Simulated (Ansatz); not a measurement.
Reaction (formal exchange of groups at the Al–H bond): `[CH3][AlH][SH]` + `CNC(C)N` → `[CH3][Al]([NH2])[SH]` + `CCNC`

Isolated molecules relaxed with PBE0-D4/def2-TZVP in Ansatz; ΔE leaves out vibrations. CBS: MP2 limit from def2 TZ/QZ plus the TZ coupled-cluster correction, frozen cores. This one scheme is used for every species. DFT in def2-TZVPP. One conformer a species, not always the lowest.

CCSD(T)/CBS gives -144.0 kJ/mol.

Another level gave -135.0 kJ/mol. Which?
A. LDA (SPW92)/def2-TZVPP
B. CAM-B3LYP/def2-TZVPP
C. RPA@PBE/def2-TZVPP
D. ωB97M-V/def2-TZVPP

C. RPA@PBE/def2-TZVPP -135.0, CAM-B3LYP -144.6, LDA (SPW92) -126.9, ωB97M-V -140.5 kJ/mol.

Largest T1 diagnostic among the species: 0.010.

At CCSD(T), def2-SVP lies +21.3 kJ/mol from the extrapolated value and def2-TZVPP +2.8 kJ/mol. Leaving LDA and LC-ωPBE aside and taking each functional with its dispersion term where it has one, the values, not all of them listed here, spread over 15.1 kJ/mol, from B2PLYP to revPBE-D4. LDA lies +10.4 kJ/mol from PBE without D4.
